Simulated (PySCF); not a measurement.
ZnBr2, SMILES [Br][Zn][Br]. Geometry: TPSSh-D3(BJ)/def2-SVP. The isomer is the one that the SMILES or the coordinates give; other isomers of the formula were not compared.

Computed equilibrium geometry at TPSSh-D3(BJ)/def2-SVP (PySCF confirms it by a frequency run) as Cartesian coordinates in Å, and its point group:
point group D∞h.
```xyz
3

Zn     0.0000     0.0000     0.0000
Br     0.0000     0.0000    -2.2331
Br     0.0000     0.0000     2.2331
```
